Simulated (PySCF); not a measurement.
Compound: C8H7OP.
Structure used (PBE0-D3(BJ)/def2-SVP), in Å, numbered top down from 1:
```xyz
17
C8H7OP angstrom
O     -2.0257   -2.5397   -0.8669
P     -1.7712   -1.3167   -0.0509
C     -2.4262    0.3060   -0.5402
C     -1.4527    1.2341   -0.5111
C     -0.1126    0.7384   -0.1517
C      1.0650    1.4777   -0.0653
C      2.2596    0.8224    0.2459
C      2.2819   -0.5543    0.4666
C      1.0993   -1.2994    0.3959
C     -0.0864   -0.6468    0.0982
H     -2.1920   -1.4184    1.3129
H     -3.4684    0.4993   -0.7978
H     -1.6127    2.2918   -0.7413
H      1.0554    2.5557   -0.2451
H      3.1880    1.3948    0.3089
H      3.2269   -1.0536    0.6923
H      1.1122   -2.3795    0.5625
```

Method: PySCF 2.14.0, density-fitted response routines, TDDFT PBE0/def2-SVPD, vertical, gas phase, core orbitals frozen in the response.

```csv
state,E (eV),E (hartree),f,|μ| (D),"main configurations (H = HOMO, L = LUMO)"
S1,4.12,0.1516,0.037,1.54,H→L (88%)
S2,4.57,0.1678,0.022,1.14,"H-1→L (73%), H→L+1 (16%)"
S3,4.60,0.1691,0.0073,0.65,H-2→L (93%)
S4,4.88,0.1793,0.023,1.12,"H-3→L (78%), H→L+1 (15%)"
S5,5.64,0.2072,0.268,3.54,"H→L+1 (46%), H-3→L (11%), H-2→L+1 (11%)"
S6,5.86,0.2153,0.103,2.15,"H-2→L+1 (75%), H→L+1 (10%)"
S7,5.94,0.2183,0.025,1.05,"H-1→L+1 (57%), H-3→L+1 (22%), H-2→L+1 (13%)"
S8,6.25,0.2296,0.014,0.77,"H→L+2 (56%), H-4→L (39%)"
S9,6.32,0.2322,0.141,2.43,"H-3→L+1 (50%), H-4→L (19%), H-1→L+1 (19%)"
S10,6.70,0.2463,0.0049,0.44,H-5→L (88%)
```

Triplets, Tamm–Dancoff:

```tsv
state	E (eV)	λ (nm)	main configurations (H = HOMO, L = LUMO)
T1	2.91	425.7	H→L (90%)
T2	4.02	308.5	H-1→L (63%), H-3→L (11%), H→L+1 (10%)
T3	4.28	289.7	H→L+1 (28%), H-1→L+1 (27%), H-3→L (11%)
T4	4.36	284.3	H-2→L (36%), H-3→L (24%), H-1→L (17%)
```

The lowest singlet comes at 301 nm (398 kJ/mol) in the ultraviolet; it is of moderate strength; its leading configuration is HOMO→LUMO (88%). The strongest level in the table is S5 at 5.64 eV (220 nm, f = 0.268). Löwdin shares by element: HOMO carbon 60% or more (atoms not listed hold the other 40%); LUMO carbon 56% or more (atoms not listed hold the other 44%). Weighted by f, the mean energy of these states is 5.69 eV. The oscillator strengths of these states sum to 0.645; summed over the whole spectrum of an exact calculation they would give the number of electrons, 78 (Thomas–Reiche–Kuhn). Orbital energies (eV): HOMO-3 -8.14, HOMO-2 -7.90, HOMO-1 -7.85, HOMO -7.20, LUMO -2.10, LUMO+1 -1.04, LUMO+2 0.22. No computed singlet lies in the visible range (380 to 750 nm); the lowest, at 301 nm, stands 0.86 eV above its violet end (3.26 eV); a Tamm–Dancoff triplet lies at 426 nm, without intensity as long as spin–orbit coupling is left out. All these states lie below the vertical ionisation energy of 8.85 eV (ΔSCF). The window holds the lowest 10 singlets.

The run took 14 min wall on Arm Neoverse N1, one thread, no GPU (shared host), and the process peaked at 1.1 GiB of memory.
